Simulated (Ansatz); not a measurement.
One change: `[SiH3]B1CO1` becomes `[InH2][B]1CO1`.

Ansatz, PBE0-D4/def2-TZVP geometries, multiplicity 1. 

Elements past krypton have def2 core potentials.

| property | `[SiH3]B1CO1` |
| --- | --- |
| HOMO–LUMO gap (PBE/def2-TZVPP) / eV | 4.60 |
| LUMO energy (B3LYP/def2-TZVPP) / eV | -1.33 |
| size of the dipole moment (PBE/def2-TZVPP) / D | 1.02 |
| HOMO energy (PBE0/def2-TZVPP) / eV | -7.97 |
| LUMO energy (ωB97M-V/def2-TZVPP) / eV | 0.85 |
| LUMO energy (PBE0/def2-TZVPP) / eV | -1.14 |

(1) What does the change do to each property? (An estimate is asked.)

Answers

(1) Ansatz gave: 
| property | `[InH2][B]1CO1` | shift |
| --- | --- | --- |
| HOMO–LUMO gap (PBE/def2-TZVPP) / eV | 3.50 | -1.10 |
| LUMO energy (B3LYP/def2-TZVPP) / eV | -2.29 | -0.96 |
| size of the dipole moment (PBE/def2-TZVPP) / D | 0.97 | -0.05 |
| HOMO energy (PBE0/def2-TZVPP) / eV | -7.37 | 0.60 |
| LUMO energy (ωB97M-V/def2-TZVPP) / eV | -0.52 | -1.37 |
| LUMO energy (PBE0/def2-TZVPP) / eV | -2.00 | -0.86 |

With PBE0 the HOMO rises by 0.60 eV and the LUMO falls by 0.86 eV, so the gap narrows by about 1.46 eV. PBE moves the HOMO by 0.47 eV and ωB97M-V by 0.70 eV. The zero-point energy changes by -34.3 kJ/mol with -3 modes. Dipoles are sizes alone; their direction can turn.

B3LYP here is the variant with VWN-RPA as its local correlation; programs differ in this.
